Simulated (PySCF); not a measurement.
**Dipole response of Dy⁺ (dysprosium, charge +1)**

[Xe] 4f10 6s1, one real determinant. All numbers are calculated (PySCF 2.14, the spin-free X2C one-electron Hamiltonian (Gaussian nucleus), in x2c-TZVPPall with one added diffuse shell each of s, p, d, f type (12s8p8d5f2g, 129 functions)). Coupled (time-dependent) response in atomic units; α is the mean over directions.

```
method  mean α (bohr³)         α xx, yy, zz  C₆ (like pair)  S(−4)
   UHF           101.0  101.5, 101.5, 100.0           924.5   8602
```

S(−4) is the Cauchy moment in α(ω) = α(0) + S(−4) ω² + …

Spin-orbit coupling is absent.

α(iu) at UHF:

```csv
u (hartree),α(iu) (bohr³)
0,101.0
0.0500,83.57
0.100,56.26
0.200,27.05
0.300,16.51
0.500,9.334
0.750,6.270
1.00,4.744
1.50,3.089
2.00,2.193
3.00,1.286
5.00,0.6264
```

A single London oscillator, α(iu) = α/(1 + u²/ω²), gives C₆ = (3/4) ω α². Matching the computed C₆ needs ω = 4 × 924.5 / (3 × 101.0²) = 0.121 hartree.

For an ion, C₆ is the dispersion term alone; charge-induced terms of lower order in 1/R come first.

The components differ because the open shell of this determinant is not spherical; for a pure term their mean is the scalar polarisability.

⟨L²⟩ = 34.03 against 42 for a pure I term, so this real determinant mixes terms. Spin-orbit coupling, absent here, splits the open shell strongly.
